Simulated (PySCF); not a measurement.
A calculated (LDA, PySCF 2.14, aug-cc-pwCVTZ-DK, the spin-free X2C one-electron Hamiltonian (Gaussian nucleus)) atom or ion has these occupied shells.

| shell | electrons | orbital energy (eV) | rms radius, mean of both spins (bohr) |
| --- | --- | --- | --- |
| 1s α | 1 | -18752.8 | 0.0416 |
| 1s β | 1 | -18752.8 | 0.0416 |
| 2s α | 1 | -2625.4 | 0.172 |
| 2s β | 1 | -2625.0 | 0.172 |
| 2p α | 3 | -2347.2 | 0.152 |
| 2p β | 3 | -2347.0 | 0.152 |
| 3s α | 1 | -438.02 | 0.476 |
| 3s β | 1 | -437.79 | 0.476 |
| 3p α | 3 | -346.95 | 0.482 |
| 3p β | 3 | -346.69 | 0.482 |
| 3d α | 5 | -197.27 | 0.476 |
| 3d β | 5 | -196.93 | 0.476 |
| 4s α | 1 | -59.939 | 1.23 |
| 4s β | 1 | -58.109 | 1.23 |
| 4p α | 3 | -36.241 | 1.40 |
| 4p β | 3 | -34.204 | 1.40 |
| 4d α | 4 | -4.878 | 2.37 |
| 5p α | 1 | -2.220 | 5.23 |

Task: Name the element and its charge.

Result: Nb (niobium, neutral), in [Kr] 4d4 5p1, one real determinant (an excited configuration).
